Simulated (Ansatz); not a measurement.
Ansatz (a quantum-chemistry and plane-wave program) input (RI-MP2/cc-pVTZ):
A basis named .json is the Basis Set Exchange file of that set.

Ansatz 0.2 input:
```yaml
crystal:
  periodic: [false, false, false]
  atoms:
    - {symbol: B, position_ang: [0.12442684, 0.01987633, -0.01343420]}
    - {symbol: C, position_ang: [1.52345004, -0.15725571, -0.39101501]}
    - {symbol: C, position_ang: [-0.94796326, -1.19059009, 0.02771212]}
    - {symbol: N, position_ang: [-0.46763703, 1.33052993, 0.41497089]}
    - {symbol: H, position_ang: [1.95498812, -1.13133466, -0.62248824]}
    - {symbol: H, position_ang: [2.25323433, 0.65605660, -0.43099906]}
    - {symbol: H, position_ang: [-1.80268125, -1.01098647, -0.64432371]}
    - {symbol: H, position_ang: [-0.49991074, -2.14372736, -0.27072300]}
    - {symbol: H, position_ang: [-1.37852750, -1.32565492, 1.03085103]}
    - {symbol: H, position_ang: [0.09186783, 2.13657109, 0.16681144]}
    - {symbol: H, position_ang: [-1.42056637, 1.49305942, 0.11306365]}
basis:
  gaussian:
    orbitals: cc-pVTZ
    fitting: {mean_field: def2-universal-jkfit, correlation: cc-pVTZ-RIFIT.json}
total_charge: -1
magnetization: {spin_polarized: false}
correlation: {method: mp2, electrons: outside_noble_gas}
```

End of the output:

```
integrals: 0.18 GiB planned
428 factors; integrals over basis functions are off by at most 9.5e-1 eV
mean field: 0.50 GiB planned
mean field evaluation 1: about -4323.3194 eV, gradient 3.3e1 eV
mean field evaluation 2: about -4325.9988 eV, gradient 1.4e1 eV
mean field evaluation 4: about -4326.5409 eV, gradient 6.1e-1 eV
mean field -4326.54338915 eV, -158.9975369150 hartree, gradient 2.4e-6 eV, S^2 0.000000; 0 other end points of the search recorded, 0 dependent functions left out
4 core orbitals not correlated
534 factors; their error is unknown
reference -4326.54338915 eV, -158.9975369150 hartree; 12, 12 occupied and 202, 202 virtual orbitals, 534 factors
second order -18.86531031 eV of doubles, -0.00000000 eV of singles
Total energy: -4345.40869947 eV, -159.6908242815 hartree
```

It need not be the lowest isomer of its formula. Whether it binds its extra electron was not tested at this geometry.
